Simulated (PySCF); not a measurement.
**Deuteron quadrupole couplings in `C[SiH2]c1ccccc1`**

C7H10Si.
Z-matrix (Å and degrees, PBE0-D3(BJ)/def2-SVP geometry), rows numbered from 1:
```
C 
Si  1  1.8786
C   2  1.8826  1  111.37
C   3  1.4029  2  121.40  1    24.37
C   4  1.3944  3  121.11  2   179.02
C   5  1.3937  4  120.01  3    -0.00
C   6  1.3945  5  119.75  4     0.12
C   7  1.3934  6  119.98  5    -0.06
H   1  1.1009  2  110.85  3    53.00
H   1  1.1007  2  110.54  3   172.95
H   1  1.1010  2  111.22  3   -67.50
H   2  1.4975  1  110.64  3  -120.54
H   2  1.4990  1  109.42  3   121.76
H   4  1.0941  3  120.02  2    -1.17
H   5  1.0929  4  119.91  3   179.91
H   6  1.0928  5  120.13  4   179.91
H   7  1.0929  6  120.07  5   179.72
H   8  1.0945  3  119.81  2     1.37
```

Level: PBE0/pcSseg-1 (PySCF, non-relativistic); Q(2H) = 0.00286 b; rigid geometry, the same for H and D, with no vibrational averaging.

Question: Give the electric field gradient Vzz (the principal value of largest size), its asymmetry and the 2H coupling at each hydrogen.

Answer: 
```json
{"atom": "H9", "bonded to": "C1", "bond length (Å)": "1.101", "Vzz (au)": "0.2976", "η": "0.01", "χzz (kHz)": "200"}
{"atom": "H10", "bonded to": "C1", "bond length (Å)": "1.101", "Vzz (au)": "0.2989", "η": "0.01", "χzz (kHz)": "201"}
{"atom": "H11", "bonded to": "C1", "bond length (Å)": "1.101", "Vzz (au)": "0.2983", "η": "0.01", "χzz (kHz)": "200"}
{"atom": "H12", "bonded to": "Si2", "bond length (Å)": "1.498", "Vzz (au)": "0.1383", "η": "0.03", "χzz (kHz)": "93"}
{"atom": "H13", "bonded to": "Si2", "bond length (Å)": "1.499", "Vzz (au)": "0.1381", "η": "0.01", "χzz (kHz)": "93"}
{"atom": "H14", "bonded to": "C4", "bond length (Å)": "1.094", "Vzz (au)": "0.3007", "η": "0.07", "χzz (kHz)": "202"}
{"atom": "H15", "bonded to": "C5", "bond length (Å)": "1.093", "Vzz (au)": "0.3037", "η": "0.07", "χzz (kHz)": "204"}
{"atom": "H16", "bonded to": "C6", "bond length (Å)": "1.093", "Vzz (au)": "0.3037", "η": "0.06", "χzz (kHz)": "204"}
{"atom": "H17", "bonded to": "C7", "bond length (Å)": "1.093", "Vzz (au)": "0.3036", "η": "0.06", "χzz (kHz)": "204"}
{"atom": "H18", "bonded to": "C8", "bond length (Å)": "1.094", "Vzz (au)": "0.2991", "η": "0.07", "χzz (kHz)": "201"}
```

Question: Average by the element that carries the hydrogen.

Answer: on C: 202 kHz over 8 positions, mean bond length 1.096 Å; on Si: 93 kHz over 2 positions, mean bond length 1.498 Å.

Question: A static deuteron (I = 1) shows a doublet split by (3/2)χ, (3/4)χ(1 + η) and (3/4)χ(1 − η) with the field along z, y and x of the gradient. What are these for H15?

Answer: With |χ| = 204.1 kHz and η = 0.065: 306, 163 and 143 kHz, to first order and without motion.

Isolated species at its PBE0-D3(BJ)/def2-SVP geometry (one conformer only). A larger basis could move these couplings by a tenth or more.
